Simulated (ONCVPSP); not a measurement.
Hg: excitation energies, all-electron against ONCV

| Property | Result |
| --- | --- |
| Element | Hg (Z = 80) |
| Generator | ONCVPSP 4.0.1 |
| Type | optimised norm-conserving Vanderbilt (ONCV) |
| Functional | PBEsol |
| Relativity | fully relativistic |
| Frozen core | [Kr] 4d10 4f14 |
| Valence charge | 20 |
| Reference configuration | 5s2 5p6 5d10 6s2 |
| Partial waves | 5s+6s: rc 1.35 bohr, ncon 4, nbas 9, qcut 9.9 1/bohr, 2 projectors; 5p: rc 1.00 bohr, ncon 5, nbas 9, qcut 9.8 1/bohr, 2 projectors, debl 0.5 Ha; 5d: rc 1.55 bohr, ncon 5, nbas 9, qcut 6.4 1/bohr, 1 projector; f scattering state at 0.31 Ha: rc 1.50 bohr, ncon 3, nbas 7, qcut 7.4 1/bohr, 1 projector |
| Local potential | polynomial inside 0.70 bohr (lpopt 5, dvloc0 0 Ha) |
| Core correction | Teter function, fcfact 3.75, rcfact 1.7 |

Open shells are filled in proportion to 2j + 1.

In the p channel the program set the typed energies aside and used -2.264, 0.250 Ha (j = l + 1/2; the other j can differ).

Energies are relative to the spin-unpolarised reference configuration 5s2 5p6 5d10 6s2; without spin polarisation the order of configurations can differ from experiment. Not all tests gave a result: 1 of 4 tests not solved or not reliable.

| valence configuration | charge | ΔE all-electron (eV) | error AE − PS (meV) |
| --- | --- | --- | --- |
| 5s2 5p6 5d10 6s1 | +1 | 10.754 | -0.9 |
| 5s2 5p6 5d10 6s0 | +2 | 29.768 | -6.2 |
| 5s2 5p6 5d9 6s0 | +3 | 65.328 | +6.3 |

Levels in the configuration 5s2 5p6 5d9 6s0:

| level | all-electron (eV) | pseudo (eV) |
| --- | --- | --- |
| 5s j=1/2 | -152.145 | -152.139 |
| 5p j=3/2 | -95.542 | -95.525 |
| 5p j=1/2 | -114.052 | -114.034 |
| 5d j=5/2 | -41.659 | -41.646 |
| 5d j=3/2 | -43.737 | -43.722 |

Note: ghosts flagged at negative energy: s at -567.2 eV, p3/2 at -558.1 eV; GHOST(+) flagged for p1/2 at 138.9 eV, p3/2 at 183.8 eV. A true bound ghost makes a file unfit for plane-wave use.
